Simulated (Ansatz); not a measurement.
A nudged elastic band was laid between two geometries of BF3H2O (7 atoms, charge 0, multiplicity 1).

Level of theory: Ansatz 0.2.0, RKS PBE-D4/def2-SVP.

```yaml
movable_images: 5
climbing_image: yes
spring: 5.0 eV/Å²
optimiser: quadratic models (default)
start_path: through a guess of the saddle point
force_threshold: 0.05 eV/Å
iteration_limit: 60
end_points: relaxed
```

Image 0:

```xyz
7
Properties=species:S:1:pos:R:3
B 0.044 0.006 0.081
F -0.055 0.533 1.336
F 1.186 0.242 -0.593
F -1.110 -0.030 -0.647
O 0.172 -1.738 0.508
H -0.654 -2.122 0.148
H 0.060 -1.744 1.481
```

Image 6:

```xyz
7
Properties=species:S:1:pos:R:3
B 0.046 -0.447 -0.424
F -0.047 -0.006 2.140
F 1.162 0.250 -0.568
F -1.103 0.028 -0.906
O 0.115 -1.697 0.148
H -0.755 -2.138 0.132
H 0.223 -0.843 1.794
```

Which bonds break or form, and what moves?

Bonds broken: B1–F2, O5–H7. Bonds formed: F2–H7. BF3H2O becomes BF2HO + FH.

Give the energies along the band, and the barrier.

The forces met the threshold. The highest image is number 3 of 0 to 6, 0.83 eV above the first end and 0.33 eV above the last; the last end lies 0.49 eV above the first. A vibrational analysis at the climbing image gives one clearly imaginary mode, 744i cm⁻¹: a first-order saddle point. The orbitals stay closed-shell, which can raise the energy where a bond breaks towards radicals; this wasn't checked here.

| image | path coordinate (Å) | energy (eV) | B1–F2 (Å) | O5–H7 (Å) | F2–H7 (Å) |
| --- | --- | --- | --- | --- | --- |
| 0 | 0.00 | 0.00 | 1.36 | 0.98 | 2.28 |
| 1 | 0.33 | 0.08 | 1.39 | 0.99 | 1.86 |
| 2 | 0.66 | 0.45 | 1.49 | 1.06 | 1.45 |
| 3 | 1.00 | 0.83 | 1.68 | 1.30 | 1.12 |
| 4 | 1.32 | 0.65 | 1.98 | 1.60 | 0.98 |
| 5 | 1.65 | 0.52 | 2.32 | 1.81 | 0.95 |
| 6 | 1.97 | 0.49 | 2.60 | 1.86 | 0.95 |

What is the geometry of the highest image?


```xyz
7
Properties=species:S:1:pos:R:3
B 0.052 -0.285 -0.063
F -0.028 0.086 1.576
F 1.177 0.258 -0.540
F -1.128 0.043 -0.622
O 0.168 -1.719 0.367
H -0.645 -2.208 0.133
H 0.045 -1.028 1.464
```

What are the harmonic wavenumbers there?

744i, 270, 356, 384, 441, 485, 635, 766, 915, 1020, 1184, 1271, 1416, 1986, 3712 cm⁻¹.

The band took 11 iterations and roughly 110 core-seconds.

Run time: 110 s on 1 thread of Arm Neoverse V1 (shared host), peak memory 0.14 GiB.
